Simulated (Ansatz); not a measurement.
Reaction (SMILES): [SiH]F (F-SiH) (closed-shell singlet) → F atom + H atom + Si atom
B3LYP-D3(BJ)/def2-TZVP geometries, fixed; electronic energies without zero-point terms.
Largest species:
```
Si
F 1 1.6199
H 1 1.5380 2 96.45
```

Energies in hartree at wB97M-V with Ansatz (a program for electronic structure); the atomisation energy is their sum with the coefficients shown, times 627.509 kcal/mol a hartree. All functions are spherical. The program fits the integrals of some runs and decomposes those of others, by size. Open shells are unrestricted. The functional holds VV10 correlation; no added dispersion term, no relativity.

```json
[
 {"species": "F[SiH] (F-SiH) (closed-shell singlet)", "coefficient": "-1", "part": "wB97M-V", "cc-pV(D+d)Z": "-389.88837", "cc-pV(T+d)Z": "-389.94157", "cc-pV(Q+d)Z": "-389.95581"},
 {"species": "F atom", "coefficient": "+1", "part": "wB97M-V", "cc-pV(D+d)Z": "-99.70242", "cc-pV(T+d)Z": "-99.73732", "cc-pV(Q+d)Z": "-99.74724"},
 {"species": "H atom", "coefficient": "+1", "part": "wB97M-V", "cc-pV(D+d)Z": "-0.49171", "cc-pV(T+d)Z": "-0.49411", "cc-pV(Q+d)Z": "-0.49448"},
 {"species": "Si atom", "coefficient": "+1", "part": "wB97M-V", "cc-pV(D+d)Z": "-289.35042", "cc-pV(T+d)Z": "-289.35716", "cc-pV(Q+d)Z": "-289.36057"}
]
```

Task: Predict the atomisation energy in cc-pV(5+d)Z (X = 5): let each wB97M-V step shrink by the ratio of the last two. Compare with the run.

Result: 
- F[SiH] (F-SiH) (closed-shell singlet): steps -0.05320 and -0.01424, ratio 0.268, so wB97M-V -389.95963 (run: -389.95960).
- F atom: steps -0.03490 and -0.00992, ratio 0.284, so wB97M-V -99.75006 (run: -99.75022).
- H atom: steps -0.00240 and -0.00037, ratio 0.154, so wB97M-V -0.49454 (run: -0.49463).
- Si atom: steps -0.00674 and -0.00341, ratio 0.506, so wB97M-V -289.36230 (run: -289.36160).
Predicted 221.34 kcal/mol; the run in cc-pV(5+d)Z gives 221.60, a miss of -0.26. Keeping the value in cc-pV(Q+d)Z, 221.84, would miss by 0.23. All sums are of the energies as printed.
